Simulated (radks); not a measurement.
Question: The mean radii <r> (bohr) of the occupied orbitals of an atom or ion are listed with their occupations. Method: scalar-relativistic Kohn-Sham, r2SCAN, spin-polarised, spherical densities, finite nucleus; meta-GGA in the generalised Kohn-Sham scheme; Fermi nuclear charge, rms radius of each element as measured or else 0.836 A^(1/3) + 0.57 fm; computed with a radial shooting solver on a logarithmic mesh with Libxc functionals.

orbital  occ.      <r>
1s up       1  0.01899
1s down     1  0.01899
2s up       1  0.08036
2s down     1  0.08036
2p up       3  0.07173
2p down     3  0.07173
3s up       1   0.2084
3s down     1   0.2084
3p up       3   0.2083
3p down     3   0.2083
3d up       5   0.1890
3d down     5   0.1890
4s up       1   0.4678
4s down     1   0.4679
4p up       3   0.4965
4p down     3   0.4964
4d up       5   0.5327
4d down     5   0.5316
5s up       1    1.067
5s down     1    1.063
5p up       3    1.187
4f up       7   0.6265
4f down     6   0.6201

Name the element and its charge. Open shells, if any, are filled with parallel spins first.

Answer: Z = 72, hafnium, charge +8: Hf8+ in [Kr] 4d10 4f13 5s2 5p3. The 1s radius gives Z: for a bare nucleus <r> = (2 gamma + 1)/(2Z) with gamma = sqrt(1 - (Z/c)^2), 0.01876 bohr for Z = 72, and screening makes it slightly larger (0.01899 here). The occupations add up to 64, and the charge is Z minus that.
